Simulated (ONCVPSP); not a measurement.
## Which change was made? (H, ONCV)

| Quantity | Value |
| --- | --- |
| Element | H |
| Generator | ONCVPSP 4.0.1 |
| Type | optimised norm-conserving Vanderbilt (ONCV) |
| Functional | PBE |
| Relativity | scalar-relativistic |
| Frozen core | none |
| Valence charge | 1 |
| Reference configuration | 1s0.5 (charge +0.5) |
| Partial waves | 1s: rc 1.10 bohr, ncon 5, nbas 8, qcut 5.4 1/bohr, 3 projectors, debl 3.7 Ha; p scattering state at 0.07 Ha: rc 1.15 bohr, ncon 5, nbas 9, qcut 7.5 1/bohr, 2 projectors, debl 4 Ha |
| Local potential | polynomial inside 1.05 bohr (lpopt 5, dvloc0 2 Ha) |
| Core correction | none |

Cutoffs, loose and tight: the cutoffs (Ha) at which the residual kinetic energy of the hardest occupied pseudo-wave falls to 1 and 0.1 mHa per electron. They do not see the model core or the augmentation charge, which bear on the density cutoff. Test errors are all-electron minus pseudo excitation energies from the reference, over the configurations 1s1; variants that change the core or the reference have their own tests.

The base gives: outcome: generated; cutoff, loose: 19 Ha; cutoff, tight: 105 Ha; bound ghosts: none; GHOST(+) flags above zero: none.

Q: After one change the result is: outcome: generated; cutoff, loose: 13 Ha; cutoff, tight: 37 Ha; bound ghosts: none; GHOST(+) flags above zero: none. Which change was it?
A. all radii scaled by about 1.13 (s 1.24, p 1.30 bohr); local potential polynomial inside 1.18 bohr (lpopt 5, dvloc0 2 Ha)
B. all radii scaled by about 1.32 (s 1.46, p 1.52 bohr); local potential polynomial inside 1.40 bohr (lpopt 5, dvloc0 2 Ha)
C. all radii scaled by about 0.76 (s 0.84, p 0.88 bohr); local potential polynomial inside 0.82 bohr (lpopt 5, dvloc0 2 Ha)

A: B. The others give: all radii scaled by about 0.76 (s 0.84, p 0.88 bohr); local potential polynomial inside 0.82 bohr (lpopt 5, dvloc0 2 Ha) → outcome: generated; cutoff, loose: 30 Ha; cutoff, tight: 182 Ha; bound ghosts: none; GHOST(+) flags above zero: s | all radii scaled by about 1.13 (s 1.24, p 1.30 bohr); local potential polynomial inside 1.18 bohr (lpopt 5, dvloc0 2 Ha) → outcome: generated; cutoff, loose: 16 Ha; cutoff, tight: 80 Ha; bound ghosts: none; GHOST(+) flags above zero: none.
